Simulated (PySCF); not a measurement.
C6H13P2 (charge +1).
Cartesian coordinates in Å at the PBE0-D3(BJ)/def2-SVP level; atoms count from 1:
```xyz
21
C6H13P2 angstrom
C     -1.054    2.702   -0.048
C     -0.941    1.497    0.033
P     -0.791   -0.230    0.150
C     -2.113   -0.850    1.200
C     -0.960   -0.944   -1.492
C      0.808   -0.630    0.916
C      2.007    0.206    0.474
P      2.458    0.026   -1.341
H     -1.157    3.775   -0.120
H     -2.001   -1.940    1.311
H     -2.055   -0.371    2.188
H     -3.086   -0.625    0.741
H     -0.155   -0.590   -2.151
H     -0.898   -2.039   -1.408
H     -1.938   -0.658   -1.907
H      0.641   -0.521    2.001
H      0.964   -1.705    0.719
H      2.874   -0.159    1.046
H      1.864    1.259    0.759
H      3.706    0.706   -1.262
H      1.756    1.179   -1.813
```

Level: PBE0/pcSseg-1 in PySCF, non-relativistic, on one gas-phase PBE0-D3(BJ)/def2-SVP geometry that isn't relaxed in the solvent. The solvent is an IEF-PCM continuum (van der Waals radii × 1.2). Only the electrostatic response of the medium enters.

| run | E − E(gas) (kJ/mol) | HOMO (eV) | HOMO–LUMO gap (eV) |
| --- | --- | --- | --- |
| gas | 0.00 | -10.85 | 5.84 |
| P | -122.94 | -8.87 | 6.11 |
| Q | -198.28 | -7.80 | 6.36 |

Question: The runs were made in benzene and dichloromethane. Which run belongs to which solvent?

Answer: P = benzene, Q = dichloromethane. The dielectric constants are 2.271 (benzene), 8.93 (dichloromethane), and the energy falls further as ε rises. In this model the ground state sees the solvent through ε alone.

Question: How constant is the ratio of the lowering to 1 − 1/ε?

Answer: 
```csv
solvent,1 − 1/ε,E − E(gas) (kJ/mol),ratio (kJ/mol),polarisation term (kJ/mol)
benzene,0.560,-122.94,-219.7,-124.09
dichloromethane,0.888,-198.28,-223.3,-202.55
```

The ratio changes by +1.6 % in size from benzene to dichloromethane. The polarisation term is half the interaction of the solute with the induced surface charges.

Hardware: Arm Neoverse V2, one thread, shared host with 96 logical CPUs at a one-minute load of 42. Cost: 40 s of wall time, 1.3 GiB resident at most. This is the whole shielding run at PBE0/pcSseg-1 in dichloromethane, SCF included.
